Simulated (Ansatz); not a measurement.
Ansatz (a program for electronic structure) job for Ge(H)3(vinyl) (C₂H₆Ge), SMILES [GeH3][CH]=C, r2SCAN-D4/def2-SVP. 

Ansatz 0.2 input:
```yaml
crystal:
  periodic: [false, false, false]
  atoms:
    - {symbol: Ge, position_ang: [0.03674725, 0.71274076, 0.00000000]}
    - {symbol: C, position_ang: [-0.53348509, -1.14411098, -0.00000000]}
    - {symbol: C, position_ang: [0.29397638, -2.17657977, 0.00000000]}
    - {symbol: H, position_ang: [-0.48850019, 1.43442154, -1.19963452]}
    - {symbol: H, position_ang: [1.52592540, 0.81073096, -0.00000001]}
    - {symbol: H, position_ang: [-0.48850019, 1.43442155, 1.19963452]}
    - {symbol: H, position_ang: [-1.60186103, -1.32518612, 0.00000000]}
    - {symbol: H, position_ang: [-0.05018995, -3.20007632, -0.00000000]}
    - {symbol: H, position_ang: [1.36426619, -2.03787154, 0.00000000]}
basis:
  gaussian:
    orbitals: def2-SVP
hamiltonian:
  xc: r2scan
  dispersion: d4
relax: {f_tol: 0.002, max_steps: 200}
```

Output:

```
WARN ansatz: RAYON_NUM_THREADS=1 ignored (pool sized by the plan → 1); use --threads N
Functional definition: r2SCAN
integrals: 0.04 GiB planned
1015 factors; their error is unknown
mean field: 0.23 GiB planned
mean field evaluation 1: about -58673.3695 eV, gradient 4.6e1 eV
mean field evaluation 2: about -58668.5696 eV, gradient 6.2e1 eV
mean field evaluation 4: about -58678.7042 eV, gradient 1.3e0 eV
mean field evaluation 8: about -58678.7158 eV, gradient 7.3e-2 eV
mean field evaluation 16: about -58678.6602 eV, gradient 7.2e-6 eV
mean field -58678.66022051 eV, -2156.4009892792 hartree, gradient 7.0e-6 eV, S^2 0.000000; 0 other end points of the search recorded, 0 dependent functions left out
the calculation of the forces begins
reference -58678.66023033 eV, -2156.4009896403 hartree; 25, 25 occupied and 65, 65 virtual orbitals, 1015 factors
relax step   1: F+E_penalty+E_count = -58678.69527906 eV  Δ(F+E_penalty+E_count) = +0.000e0 eV  max|allowed force component| = 9.079e-1 eV/Å  Δτ_max = 0.0000 Å  (28 SCF iters, accepted)
these checks for a lower state are left out or cut short: starts, cluster_reference, orbital_swaps, neighbouring_geometries, increment
integrals: 0.04 GiB planned
1015 factors; their error is unknown
mean field: 0.23 GiB planned
mean field -58678.73647172 eV, -2156.4037914595 hartree, gradient 1.0e-5 eV, S^2 0.000000; 0 other end points of the search recorded, 0 dependent functions left out
the calculation of the forces begins
reference -58678.73648159 eV, -2156.4037918223 hartree; 25, 25 occupied and 65, 65 virtual orbitals, 1015 factors
relax step   2: F+E_penalty+E_count = -58678.77152444 eV  Δ(F+E_penalty+E_count) = -7.625e-2 eV  max|allowed force component| = 1.995e-1 eV/Å  Δτ_max = 0.0536 Å  (31 SCF iters, accepted)
these checks for a lower state are left out or cut short: starts, cluster_reference, orbital_swaps, neighbouring_geometries, increment
integrals: 0.04 GiB planned
1015 factors; their error is unknown
mean field: 0.23 GiB planned
mean field evaluation 32: about -58678.7403 eV, gradient 1.0e-5 eV
mean field -58678.74031390 eV, -2156.4039326573 hartree, gradient 1.0e-5 eV, S^2 0.000000; 0 other end points of the search recorded, 0 dependent functions left out
the calculation of the forces begins
reference -58678.74032379 eV, -2156.4039330206 hartree; 25, 25 occupied and 65, 65 virtual orbitals, 1015 factors
relax step   3: F+E_penalty+E_count = -58678.77534300 eV  Δ(F+E_penalty+E_count) = -3.819e-3 eV  max|allowed force component| = 3.261e-2 eV/Å  Δτ_max = 0.0158 Å  (32 SCF iters, accepted)
these checks for a lower state are left out or cut short: starts, cluster_reference, orbital_swaps, neighbouring_geometries, increment
integrals: 0.04 GiB planned
1015 factors; their error is unknown
mean field: 0.23 GiB planned
mean field -58678.74044872 eV, -2156.4039376116 hartree, gradient 1.1e-5 eV, S^2 0.000000; 0 other end points of the search recorded, 0 dependent functions left out
the calculation of the forces begins
reference -58678.74045860 eV, -2156.4039379749 hartree; 25, 25 occupied and 65, 65 virtual orbitals, 1015 factors
relax step   4: F+E_penalty+E_count = -58678.77548770 eV  Δ(F+E_penalty+E_count) = -1.447e-4 eV  max|allowed force component| = 1.459e-2 eV/Å  Δτ_max = 0.0063 Å  (23 SCF iters, accepted)
these checks for a lower state are left out or cut short: starts, cluster_reference, orbital_swaps, neighbouring_geometries, increment
integrals: 0.04 GiB planned
1015 factors; their error is unknown
mean field: 0.23 GiB planned
mean field -58678.74049327 eV, -2156.4039392490 hartree, gradient 1.7e-5 eV, S^2 0.000000; 0 other end points of the search recorded, 0 dependent functions left out
the calculation of the forces begins
reference -58678.74050316 eV, -2156.4039396122 hartree; 25, 25 occupied and 65, 65 virtual orbitals, 1015 factors
relax step   5: F+E_penalty+E_count = -58678.77553831 eV  Δ(F+E_penalty+E_count) = -5.061e-5 eV  max|allowed force component| = 4.314e-3 eV/Å  Δτ_max = 0.0064 Å  (23 SCF iters, accepted)
these checks for a lower state are left out or cut short: starts, cluster_reference, orbital_swaps, neighbouring_geometries, increment
integrals: 0.04 GiB planned
1015 factors; their error is unknown
mean field: 0.23 GiB planned
mean field -58678.74049274 eV, -2156.4039392294 hartree, gradient 2.7e-5 eV, S^2 0.000000; 0 other end points of the search recorded, 0 dependent functions left out
the calculation of the forces begins
reference -58678.74050262 eV, -2156.4039395926 hartree; 25, 25 occupied and 65, 65 virtual orbitals, 1015 factors
relax step   6: F+E_penalty+E_count = -58678.77553901 eV  Δ(F+E_penalty+E_count) = -6.953e-7 eV  max|allowed force component| = 1.037e-3 eV/Å  Δτ_max = 0.0003 Å  (19 SCF iters, accepted)
integrals: 0.04 GiB planned
1015 factors; their error is unknown
mean field: 0.23 GiB planned
mean field evaluation 64: about -58678.7404 eV, gradient 2.0e-1 eV
mean field -58678.74049274 eV, -2156.4039392294 hartree, gradient 2.7e-5 eV, S^2 0.000000; 1 other end points of the search recorded, 0 dependent functions left out
the calculation of the forces begins
reference -58678.74050262 eV, -2156.4039395926 hartree; 25, 25 occupied and 65, 65 virtual orbitals, 1015 factors
Total energy: -58678.77554889 eV, -2156.4052275191 hartree
Atom 0 at     0.028372     0.719946    -0.000000 Å, force    -0.000861     0.000287    -0.000000 eV/Å
Atom 1 at    -0.545741    -1.132484    -0.000000 Å, force     0.001037     0.000200    -0.000000 eV/Å
Atom 2 at     0.304450    -2.167821    -0.000000 Å, force    -0.000610    -0.000353     0.000000 eV/Å
Atom 3 at    -0.505683     1.450732    -1.243474 Å, force     0.000067     0.000225    -0.000092 eV/Å
Atom 4 at     1.563845     0.757872    -0.000000 Å, force    -0.000104    -0.000382     0.000000 eV/Å
Atom 5 at    -0.505683     1.450732     1.243474 Å, force     0.000067     0.000225     0.000092 eV/Å
Atom 6 at    -1.625399    -1.337410     0.000000 Å, force     0.000244     0.000061     0.000000 eV/Å
Atom 7 at    -0.048038    -3.206762     0.000000 Å, force     0.000210    -0.000168    -0.000000 eV/Å
Atom 8 at     1.392255    -2.026313    -0.000000 Å, force    -0.000050    -0.000094    -0.000000 eV/Å
Dipole moment:    -0.022628    -0.118808    -0.000000 e Å
```

The calculation finished and met its thresholds.

Cost: roughly 24 core-seconds.
